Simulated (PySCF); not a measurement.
Mapped SMILES: `[P:1]#[C:2][c:3]1[cH:4][cH:5][cH:6][cH:7][n:8]1`. Hydrogens are named by the atom that carries them.

Method: σ from GIAO-PBE0/pcSseg-1, coordinates at the GFN2-xTB level, in PySCF (a single conformation, gas phase, relativity neglected).

Chemical shifts δ = σref − σ; ¹³C and ¹H against TMS; ³¹P vs H3PO4; ¹⁵N against NH3, all at this level.

| atoms | nucleus | count | δ (ppm) |
| --- | --- | --- | --- |
| H(C6) | ¹H | 1 | ? |
| C7 | ¹³C | 1 | 155.5 |
| N8 | ¹⁵N | 1 | 370.9 |
| H(C4) | ¹H | 1 | ? |
| C6 | ¹³C | 1 | ? |
| C4 | ¹³C | 1 | 138.1 |
| P1 | ³¹P | 1 | ? |
| C5 | ¹³C | 1 | 141.2 |
| C3 | ¹³C | 1 | 151.4 |
| H(C5) | ¹H | 1 | 7.89 |
| H(C7) | ¹H | 1 | 8.93 |
| C2 | ¹³C | 1 | 175.4 |

Q: Fill in the missing shifts.

A: 
- C6: 127.8 ppm, aromatic CH; the aromatic region
- H(C4): 7.93 ppm, hydrogen on an aromatic CH; the ring current deshields protons in the ring plane
- H(C6): 7.30 ppm, hydrogen on an aromatic CH; the ring current deshields protons in the ring plane
- P1: 28.2 ppm, phosphorus bonded to C

Shifts are as computed. Against solution values, carbons near 30 ppm lie about +3 ppm off and those near 130 ppm about +5 ppm. Of 1211 compounds with measured shifts, 218 miss one by over three times the rms of a fit or turn the order of signals round; such compounds aren't used in these exercises. Experimental scales use liquid or dissolved standards, which lie at an offset from isolated NH3 (liquid NH3: subtract about 20 ppm) and H3PO4. Unscaled 15N shifts of sp2 nitrogen come out 20 to 40 ppm too high even then.
